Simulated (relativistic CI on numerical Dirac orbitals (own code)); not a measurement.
V+ in a cubic cluster: 3s photoemission with charge transfer

Computed with a charge-transfer multiplet model of a cubic metal-ligand cluster with up to 2 ligand holes, Slater and spin-orbit integrals from Dirac-Coulomb-Breit ions, Slater integrals scaled by 0.8. The ground state mixes d4 with configurations of k ligand holes L, whose averages lie at kΔ + k(k − 1)U_dd/2; a core hole lowers each added d electron by U_cd. 300 K, Lorentzian 1.4 eV and Gaussian 0.8 eV FWHM.

Atomic integrals in eV (Slater integrals scaled, ζ unscaled), ground: F2dd 6.042, F4dd 3.713, zeta_d 0.015; with the core hole: F2dd 7.317, F4dd 4.554, zeta_d 0.021, G2cd 7.741.

Cluster parameters (eV): Δ = 5.9, U_dd = 5.6, 10Dq = 0.3, 10Dq(ligand) = 1.3, V(eg) = 2.3, V(t2g) = -1.14, final-state hopping factor = 0.9.

```
         Case   n_d    d4   d5L  d6L2     S
U_cd = 4.6 eV  4.34  0.68  0.29  0.02  2.00
U_cd = 5.2 eV  4.34  0.68  0.29  0.02  2.00
U_cd = 6.4 eV  4.34  0.68  0.29  0.02  2.00
```

Weights, n_d and S are thermal averages at 300 K. Binding energies count from the first peak over 30 % of the highest in each spectrum, which can be another peak from case to case. The parameters are a model scan and need not match a compound or its usual spin state. Peaks in eV (height, largest 100):
- U_cd = 4.6 eV: 0.0 (100), 4.1 (27), 8.3 (63), 15.1 (8)
- U_cd = 5.2 eV: 0.0 (100), 4.2 (31), 8.3 (68), 15.2 (11)
- U_cd = 6.4 eV: 0.0 (100), 4.3 (38), 8.4 (83), 15.6 (17)

Curve for U_cd = 4.6 eV (points under 2 left out, the grid thinned):

```json
{"E (eV)": "-4.0", "Intensity": "4.1"}
{"E (eV)": "-3.5", "Intensity": "5.3"}
{"E (eV)": "-3.0", "Intensity": "7.0"}
{"E (eV)": "-2.6", "Intensity": "9.2"}
{"E (eV)": "-2.1", "Intensity": "13.6"}
{"E (eV)": "-1.6", "Intensity": "22.3"}
{"E (eV)": "-1.1", "Intensity": "40.6"}
{"E (eV)": "-0.6", "Intensity": "73.6"}
{"E (eV)": "-0.2", "Intensity": "97.4"}
{"E (eV)": "0.3", "Intensity": "89.4"}
{"E (eV)": "0.8", "Intensity": "54.7"}
{"E (eV)": "1.3", "Intensity": "30.5"}
{"E (eV)": "1.8", "Intensity": "19.4"}
{"E (eV)": "2.2", "Intensity": "15.6"}
{"E (eV)": "2.7", "Intensity": "14.6"}
{"E (eV)": "3.2", "Intensity": "17.6"}
{"E (eV)": "3.7", "Intensity": "24.1"}
{"E (eV)": "4.2", "Intensity": "27.3"}
{"E (eV)": "4.6", "Intensity": "24.1"}
{"E (eV)": "5.1", "Intensity": "19.6"}
{"E (eV)": "5.6", "Intensity": "20.7"}
{"E (eV)": "6.1", "Intensity": "26.6"}
{"E (eV)": "6.6", "Intensity": "31.3"}
{"E (eV)": "7.0", "Intensity": "34.3"}
{"E (eV)": "7.5", "Intensity": "43.8"}
{"E (eV)": "8.0", "Intensity": "58.7"}
{"E (eV)": "8.5", "Intensity": "60.7"}
{"E (eV)": "8.9", "Intensity": "47.8"}
{"E (eV)": "9.4", "Intensity": "28.5"}
{"E (eV)": "9.9", "Intensity": "16.5"}
{"E (eV)": "10.4", "Intensity": "10.5"}
{"E (eV)": "10.9", "Intensity": "7.6"}
{"E (eV)": "11.3", "Intensity": "6.3"}
{"E (eV)": "11.8", "Intensity": "5.3"}
{"E (eV)": "12.3", "Intensity": "4.7"}
{"E (eV)": "12.8", "Intensity": "4.3"}
{"E (eV)": "13.3", "Intensity": "4.3"}
{"E (eV)": "13.7", "Intensity": "4.6"}
{"E (eV)": "14.2", "Intensity": "5.5"}
{"E (eV)": "14.7", "Intensity": "7.1"}
{"E (eV)": "15.2", "Intensity": "7.9"}
{"E (eV)": "15.7", "Intensity": "6.3"}
{"E (eV)": "16.1", "Intensity": "4.6"}
{"E (eV)": "16.6", "Intensity": "3.0"}
{"E (eV)": "17.1", "Intensity": "2.1"}
```

For the case U_cd = 6.4 eV, Δ = 5.9 eV is larger than U_dd = 5.6 eV, the Mott-Hubbard side of the Zaanen-Sawatzky-Allen scheme. With the core hole the configuration with one ligand hole lies at Δ − U_cd = 1.3, 0.7, -0.5 eV from the one without, in the order of the table; where this is negative the screened configuration lies lower, though the effective hopping of about 3.8 eV (from the holes of the mixed ground state) mixes the two strongly wherever it is as large as the gap.

Without intra-shell correlation the exchange splitting of the 3s hole comes out too large.
